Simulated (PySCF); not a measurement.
Sn(OH)(SiH3)3, H10OSi3Sn, SMILES [SiH3][Sn]([SiH3])([OH])[SiH3] at its GFN2-xTB optimised geometry (Å):

```
15

O      0.3165     1.8958     1.6808
Sn     0.2180     0.7479     0.0000
Si     1.5306     2.2277    -1.6682
Si     1.2647    -1.4611     0.8329
Si    -2.3429     0.7479     0.0000
H      1.1723     2.1341     2.0232
H      2.9149     2.4269    -1.2340
H      0.9124     3.5431    -1.8162
H      1.5661     1.5905    -2.9826
H      0.4476    -2.0382     1.8985
H      1.3146    -2.4269    -0.2630
H      2.6260    -1.2999     1.3448
H     -2.9149     2.0894     0.0000
H     -2.8492     0.0148     1.1580
H     -2.8300     0.0544    -1.1974
```

Method: PySCF with PBE0/def2-TZVP, def2 effective core potentials past Kr. The core electrons that the potentials of Sn replace are not part of the density. Cells within 0.4 Å of a nucleus heavier than hydrogen are left out (blank, or x).

Map of the Laplacian of the electron density (e/bohr⁵), clipped to [-1.50, 1.50] on the plane z = 0.0 Å:

```
|555555555555555555555555555|
|555555555555555555555555555|
|555555555555555555555555555|
|555555555555555555555555555|
|555555555555555555555555555|
|555555555555555555555555555|
|555555555555555555555555555|
|555553455555555555555555555|
|555551145555555555555555555|
|555554455555699655555555555|
|555555999445900965555555555|
|555556xx94469xx975555555555|
|5555559x944590x965555555555|
|555555565555699755555555555|
|555555555555555545555555555|
|555555555555555445555555555|
|555555555555555455555555555|
|555555555555555555555555555|
|555555555555555444555555555|
|555555555555555433555555555|
|555555555555555544555555555|
|555555555555555555555555555|
|555555555555555555555555555|
|555555555555555555555555555|
|555555555555555555555555555|
|555555555555555555555555555|
|555555555555555555555555555|
```
Scale: ten equal steps from -1.50 (start of '0') to 1.50 (end of '9'), in the order '0123456789'; x runs from -5.00 to 5.00, y from -5.00 (bottom) to 5.00 (top).
